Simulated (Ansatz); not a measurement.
Compare A (`CC#[C][GeH3]`) with its isomer B (`C#[C][GeH2][CH3]`).

Program: Ansatz. Geometries: PBE0-D4/def2-TZVP. ΔE: electronic, gas phase. CBS: MP2 limit from def2 TZ/QZ plus the TZ coupled-cluster correction, frozen cores. DFT in def2-TZVPP. B3LYP here is the variant with VWN-RPA as its local correlation; programs differ in this. For Ge outer-core shells are correlated without core-valence functions, which leaves a few kJ/mol of doubt a bond. Scalar relativity is left out up to krypton.

A:

```xyz
10

C     1.4850   -1.5789    0.6547
C     0.5329   -0.5704    0.2376
C    -0.2611    0.2707   -0.1103
Ge   -1.4973    1.5921   -0.6601
H     2.0289   -1.9796   -0.2042
H     0.9794   -2.4100    1.1525
H     2.2150   -1.1606    1.3521
H    -2.1645    2.2078    0.5775
H    -2.5637    0.9463   -1.5555
H    -0.7546    2.6827   -1.4443
```

B:

```xyz
10

C    -0.597   -2.267    1.263
C    -0.253   -1.142    0.997
Ge    0.285    0.629    0.544
C     0.111    0.873   -1.380
H    -0.901   -3.260    1.502
H    -0.617    1.604    1.317
H     1.742    0.807    1.002
H     0.416    1.882   -1.659
H    -0.925    0.719   -1.682
H     0.741    0.154   -1.904
```

Task: Which isomer does CCSD(T)/CBS put lower? Give the gap. (An estimate is asked.)

Result: The calculation gave: B, by 2.8 kcal/mol.

Task: Give E(B) − E(A) in kcal/mol with r2SCAN-D4, CCSD/def2-TZVPP, CCSD(T)/def2-TZVPP, ωB97M-V, PBE-D4, HF/def2-TZVPP, B3LYP. (Estimate.)

Result: Ansatz gave: r2SCAN-D4 -0.6, CCSD/def2-TZVPP -2.6, CCSD(T)/def2-TZVPP -2.8, ωB97M-V -1.8, PBE-D4 0.0, HF/def2-TZVPP -0.3, B3LYP -0.2. None reverses the order clearly.

Largest T1 diagnostic: 0.012.

In def2-TZVPP, CCSD(T) changes the Hartree–Fock value by −2.5 kcal/mol (the triples alone add −0.2 kcal/mol) and MP2 by −2.7 kcal/mol.
